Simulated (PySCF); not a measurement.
Methyl 2-ethoxyacetate, C₅H₁₀O₃.
Atom-mapped SMILES: `[CH3:1][CH2:2][O:3][CH2:4][C:5](=[O:6])[O:7][CH3:8]` (hydrogens: H9, H10, H11 on C1; H12, H13 on C2; H14, H15 on C4; H16, H17, H18 on C8)

A GFN2-xTB structure was refined with PBE0-D3(BJ)/def2-SVP geometry optimisation, gas phase in PySCF. Its GFN2-xTB values:

| coordinate | GFN2-xTB |
| --- | --- |
| C1–C2 | 1.520 Å |
| C1–H9 | 1.087 Å |
| C2–O3 | 1.419 Å |
| C2–H12 | 1.096 Å |
| O3–C4 | 1.394 Å |
| C4–C5 | 1.525 Å |
| C4–H14 | 1.094 Å |
| C5=O6 | 1.200 Å |
| C5–O7 | 1.340 Å |
| O7–C8 | 1.423 Å |
| C8–H16 | 1.092 Å |
| C1–C2–O3 | 107.9° |
| C2–O3–C4 | 114.9° |
| O3–C4–C5 | 114.5° |
| C4–C5–O6 | 126.4° |
| C4–C5–O7 | 109.7° |
| C5–O7–C8 | 116.0° |
| O6–C5–O7 | 123.9° |
| C1–C2–O3–C4 | -178° |
| C2–O3–C4–C5 | -72° |
| O3–C4–C5–O6 | 2° |

Task: How do these coordinates change at the PBE0-D3(BJ)/def2-SVP level?

Result: 
```tsv
coordinate	PBE0-D3(BJ)/def2-SVP (Å or °)	change
O3–C4	1.379	-0.015
C1–H9	1.100	+0.013
C1–C2	1.508	-0.012
C2–O3	1.409	-0.010
C2–H12	1.105	+0.009
C8–H16	1.100	+0.008
C4–H14	1.102	+0.008
C4–C5	1.518	-0.007
O7–C8	1.417	-0.006
C5–O7	1.338	-0.002
C5=O6	1.200	0.000
O3–C4–C5	113.7	-0.8
C1–C2–O3	108.5	+0.6
C4–C5–O6	125.9	-0.5
C4–C5–O7	110.1	+0.4
C2–O3–C4	114.7	-0.2
O6–C5–O7	124.0	+0.1
C5–O7–C8	116.0	0.0
C1–C2–O3–C4	179	-3
C2–O3–C4–C5	-75	-3
O3–C4–C5–O6	1	-1
```

The energy falls by 3.2 kJ/mol over 6 energy and gradient evaluations, the largest force component goes from 0.0164 to 4.4e-04 Eh/bohr, and the atoms move by 0.078 Å rms after alignment. Among the bonds, O3–C4, C1–H10 and C1–H11 change most and about equally (-0.015 to +0.014 Å). Bonds longer at the end by more than 0.005 Å: 10 of 17; shorter: 5. Rotational constants go from 6257, 922.9, 850.5 to 6132, 939.6, 865.8 MHz.

The run used 162 basis functions and 47 SCF cycles in all. The run took 55 s wall on one thread, Intel Xeon Gold 6455B (x86_64), no GPU, shared host with 128 logical CPUs at a one-minute load of 9.8, and the process peaked at 0.76 GiB of memory.

Whether it is a minimum is left open (no frequencies). One conformer, not necessarily the lowest.

The values belong to the conformer `[CH3:1][CH2:2][O:3][CH2:4][C:5](=[O:6])[O:7][CH3:8]`: C1–C2–O3–C4 179°, C2–O3–C4–C5 -75°, O3–C4–C5–O6 1°, C4–C5–O7–C8 180°.
